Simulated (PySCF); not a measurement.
# Correlation energy of Te⁴¹⁺ (tellurium, charge +41)

[Ne] 3s1, 2S determinant. Calculation: PySCF 2.14, in an even-tempered Gaussian basis (18 s from 7.7 bohr⁻², ratio 2.5; 12 p from 10 bohr⁻², ratio 2.5; 4 d from 37 bohr⁻², ratio 2.7; 4 f from 55 bohr⁻², ratio 2.7); the spin-free X2C one-electron Hamiltonian (Gaussian nucleus). Frozen: 1s2; 9 electrons correlated; the 22 highest virtual orbitals of each spin left out.

```json
{"level": "CCSD", "correlation energy (mhartree)": "-334.59"}
{"level": "(T)", "correlation energy (mhartree)": "-0.11"}
{"level": "CCSD(T)", "correlation energy (mhartree)": "-334.70"}
```

Diagnostics: T1 = 7.8e-05, D1 = 0.0003, largest double amplitude 0.002.

Cost of the coupled-cluster step: roughly 20 core-seconds, for 9 correlated electrons.

At this charge the one-electron X2C treatment keeps the bare 1/r₁₂, with no two-electron picture change or Breit term. The effect here is smaller than on the frozen 1s shell; and a scalar Hamiltonian misses the large spin-orbit splitting of the p shells, which matters for ns² → np² pairs.
